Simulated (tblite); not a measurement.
Run record: tight-binding relaxation, `Bc1ccc(OC)cc1`.

Computed with GFN2-xTB geometry optimisation, gas phase (tblite 0.8.0). Start geometry: from a force field or distance geometry. The input is one job of a driver script: a line of settings, then coordinates in Å.

Command:
```bash
OMP_NUM_THREADS=1 python probes_run.py task.json out
```

Input:
```
{"job": {"kind": "relax", "xc": "GFN2-xTB", "basis": "xTB"}, "charge": 0, "multiplicity": 1}
B     -3.349800     0.527200     0.460000
C     -1.835900     0.199700     0.333300
C     -1.017300     0.881000    -0.571500
C      0.335000     0.593800    -0.688800
C      0.908800    -0.410400     0.142000
O      2.265200    -0.745200     0.064100
C      3.207100    -0.128700    -0.817700
C      0.106600    -1.088500     1.053200
C     -1.256600    -0.798700     1.156000
H     -4.044200    -0.050100     1.237800
H     -3.845300     1.362700    -0.223500
H     -1.452900     1.650500    -1.209100
H      0.927200     1.135400    -1.386900
H      2.906700    -0.297900    -1.871900
H      3.271800     0.964600    -0.599400
H      4.202300    -0.587100    -0.643900
H      0.530900    -1.857000     1.684200
H     -1.868200    -1.345000     1.870400
```

Output:
```
step      E/eV     max force
  0    -676.01233    1.901
  1    -676.09327    0.849
  2    -676.13343    0.601
  3    -676.16896    0.297
  4    -676.17777    0.255
  5    -676.18831    0.213
  6    -676.19382    0.202
  7    -676.20043    0.162
  8    -676.20492    0.147
  9    -676.20797    0.137
... (12 lines left out)
 22    -676.21431    0.030
 23    -676.21449    0.029
 24    -676.21466    0.031
 25    -676.21480    0.029
 26    -676.21489    0.020
 27    -676.21493    0.018
 28    -676.21497    0.018
 29    -676.21499    0.014
 30    -676.21500    0.012
 31    -676.21501    0.008
```

«max force» is the largest atomic force in eV/Å.

**Question.** From which step on does the largest force stay under 0.1 eV/Å, and how much energy is left to gain from there?

**Answer.** From step 12 (0.074 eV/Å), 3.3 meV above the end.

Main results: energy lowered by 4.7 kcal/mol over 31 steps; largest atomic force 0.008 eV/Å at the end.

**Question.** Where do the atoms end?

**Answer.** 0.062 Å rms from the input after alignment:
```
atom  x, y, z in Å
B1    -3.3227    0.5271    0.4515
C2    -1.8238    0.2006    0.3356
C3    -0.9856    0.8663   -0.5685
C4     0.3611    0.5820   -0.6819
C5     0.9310   -0.4011    0.1236
O6     2.2377   -0.7674    0.1043
C7     3.1113   -0.1217   -0.7905
C8     0.1197   -1.0835    1.0355
C9    -1.2182   -0.7859    1.1332
H10   -3.9897   -0.0512    1.2198
H11   -3.8017    1.3524   -0.2262
H12   -1.4068    1.6330   -1.2034
H13    0.9591    1.1270   -1.3965
H14    2.8104   -0.2805   -1.8311
H15    3.1726    0.9525   -0.5882
H16    4.0879   -0.5743   -0.6259
H17    0.5748   -1.8431    1.6523
H18   -1.8258   -1.3258    1.8448
```

On one thread, Arm Neoverse V1 (aarch64) (shared host), this took 0.22 s.
Labels such as C1 count atoms from 1, the log's own numbers from 0.
